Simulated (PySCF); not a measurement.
A structure optimised at PBE0-D3(BJ)/def2-TZVP, used in a PySCF frequency run:

```xyz
8

C     -0.3170     1.3066     0.0000
C      0.3885     0.2089     0.0000
C     -0.1532    -1.1853     0.0000
H     -0.1390     2.3712     0.0000
H      1.4809     0.3002     0.0000
H      0.1959    -1.7340     0.8795
H     -1.2431    -1.1848     0.0000
H      0.1959    -1.7340    -0.8795
```
Charge 0, spin multiplicity 2.

### Question
Write its SMILES, formula and point group.

### Answer
[CH]=CC, C3H5, Cs

### Question
What are its rotational constants (standard atomic weights)?

### Answer
58.069, 9.6036, 8.6823 GHz
